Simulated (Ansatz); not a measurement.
The same molecule with X = F, Cl, Br. Ansatz, PBE0-D4/def2-TZVP geometries, multiplicity 1. Each molecule was computed in one conformer, which needn't be the lowest.

Scalar relativity is left out up to krypton.

```csv
X,molecule,mean X–C bond length / Å,zero-point energy (PBE0-D4/def2-TZVP) / kJ/mol,HOMO–LUMO gap (B3LYP/def2-TZVPP) / eV,HOMO energy (B3LYP/def2-TZVPP) / eV
F,`OC(F)[SiH3]`,1.398,155.4,8.47,-8.30
Cl,`OC([SiH3])Cl`,1.826,151.7,7.68,-7.90
```

Problem. Give the row for X = Br, `OC([SiH3])Br`. (Estimate.)

Solution. The calculation gave: 
```csv
X,molecule,mean X–C bond length / Å,zero-point energy (PBE0-D4/def2-TZVP) / kJ/mol,HOMO–LUMO gap (B3LYP/def2-TZVPP) / eV,HOMO energy (B3LYP/def2-TZVPP) / eV
Br,`OC([SiH3])Br`,2.004,150.5,6.80,-7.58
```

From F to Br the mean X–C bond length rises at each step, by 0.606 Å in all; the zero-point energy (PBE0-D4/def2-TZVP) falls at each step, by 4.9 kJ/mol in all; the HOMO–LUMO gap (B3LYP/def2-TZVPP) falls at each step, by 1.67 eV in all; the HOMO energy (B3LYP/def2-TZVPP) rises at each step, by 0.72 eV in all. Bonds lengthen as the atom grows down the group.

B3LYP here is the variant with VWN-RPA as its local correlation; programs differ in this.

Spin–orbit coupling is left out; it splits and shifts lone-pair levels of the heavy atoms by tenths of an eV.
